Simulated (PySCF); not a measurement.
How methods differ on the excitation energy of Br⁺

Br⁺ [Ar] 3d10 4s2 4p4 (3P) → Br⁺ [Ar] 3d10 4s1 4p5, s spin flipped, as a difference of total energies. All numbers are calculated (PySCF 2.14, the spin-free X2C one-electron Hamiltonian (Gaussian nucleus), in x2c-TZVPPall). Correlated levels: valence: [Ar] 3d10 frozen; valence and next inner shell: [Ne] frozen. The calculations carry no spin-orbit coupling.

```tsv
method	excitation energy (eV)
UHF	17.329
LDA	13.822
PBE	13.927
PBE0	14.762
r2SCAN	14.646
revPBE	13.943
B2PLYP	14.814
BP86	13.896
M06-L	14.519
MP2 (valence)	15.394
SCS-MP2 (valence)	15.108
MP2 (valence and next inner shell)	15.408
SCS-MP2 (valence and next inner shell)	15.099
```

**Question.** How much does correlation contribute at MP2 (valence and next inner shell)?

**Answer.** 15.408 − (17.329) = -1.921 eV, measured against UHF.

The upper determinant mixes two multiplicities, so it lies between the two terms.
